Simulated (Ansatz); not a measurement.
Cost and result for the atomization energy of C4H6Zn (11 atoms, 9 bonds).

```xyz
11

C     0.4240   -0.0238   -2.0461
C    -0.1917   -0.0627   -0.9014
Zn    2.0677   -2.3108    0.6261
C    -0.7993   -0.1012    0.2496
C    -0.3791    0.6678    1.4633
H     0.1514    0.6968   -2.8108
H     1.2310   -0.7148   -2.2735
H    -1.6754   -0.7412    0.3404
H    -1.1831    1.3280    1.8013
H    -0.1497   -0.0114    2.2902
H     0.5043    1.2734    1.2607
```

The species carries charge 0 and has multiplicity 1. For Zn the d shell is correlated and the shells below it are frozen. Scalar relativity is left out up to krypton. The bonds changed during the relaxation, so this is another structure than the one it started from. The structure was optimised at the PBE0-D4/def2-TZVP level. Program: Ansatz. All runs use 2 threads of an AMD EPYC 7R13 on a shared host and a share of an NVIDIA H100 80 GB. Times are those of one run each, without the atoms' runs, and a repeat can differ threefold. Electronic energies, without spin–orbit coupling; frozen cores. CCSD(T)/CBS adds CCSD(T) − MP2 in def2-TZVPP to the MP2 limit, and its time is that of the two runs behind it. T1 = 0.014. With those shells the extrapolation isn't a true limit. B3LYP takes the VWN-RPA correlation (the form of Gaussian; ORCA's B3LYP/G).

CCSD(T)/CBS is a level of theory with its own doubt, some kJ/mol a heavy atom from the limit and from the frozen cores, so smaller differences don't rank the functionals.

```tsv
level	functions	wall time
ωB97X-V/def2-TZVPP	272	17 s
B3LYP-D4/def2-TZVPP (with forces)	272	17 s
PBE0-D4/def2-TZVPP	272	18 s
CCSD(T)/def2-TZVPP	272	18 s
ωB97M-V/def2-TZVPP (with forces)	272	19 s
PBE-D4/def2-TZVPP (with forces)	272	21 s
r2SCAN-D4/def2-TZVPP (with forces)	272	24 s
MP2/def2-QZVPP	508	27 s
B2PLYP/def2-TZVPP	272	32 s
CCSD(T)/CBS(def2)	–	45 s
```

Question: What atomization energy does each give, and how far from CCSD(T)/CBS? (Estimate.)

Answer: Ansatz gave: 
| level | atomization (kJ/mol) | difference from CCSD(T)/CBS | per bond |
| --- | --- | --- | --- |
| ωB97X-V/def2-TZVPP | 4182.3 | 1.5 | 0.2 |
| B3LYP-D4/def2-TZVPP (with forces) | 4212.6 | 31.8 | 3.5 |
| PBE0-D4/def2-TZVPP | 4237.7 | 56.9 | 6.3 |
| CCSD(T)/def2-TZVPP | 4088.0 | -92.8 | -10.3 |
| ωB97M-V/def2-TZVPP (with forces) | 4200.4 | 19.6 | 2.2 |
| PBE-D4/def2-TZVPP (with forces) | 4314.1 | 133.3 | 14.8 |
| r2SCAN-D4/def2-TZVPP (with forces) | 4210.2 | 29.4 | 3.3 |
| MP2/def2-QZVPP | 4203.0 | 22.2 | 2.5 |
| B2PLYP/def2-TZVPP | 4158.6 | -22.2 | -2.5 |
| CCSD(T)/CBS(def2) | 4180.8 | 0.0 | 0.0 |

In def2-TZVPP, CCSD(T) changes the Hartree–Fock value by +966.1 kJ/mol (the triples alone add +63.6 kJ/mol) and MP2 by +1026.8 kJ/mol; breaking electron pairs costs correlation energy, which Hartree–Fock lacks. The D4 term adds +37.1 kJ/mol with B3LYP and +20.2 kJ/mol with PBE0; it sums over pairs of atoms, weighted by their polarisabilities, and B3LYP, whose exchange is more repulsive, gets the larger term. From PBE to PBE0 (25 % exact exchange), in def2-TZVPP and without D4, the atomization energy moves by −73.3 kJ/mol: exact exchange takes away binding that semilocal exchange gives to molecules.
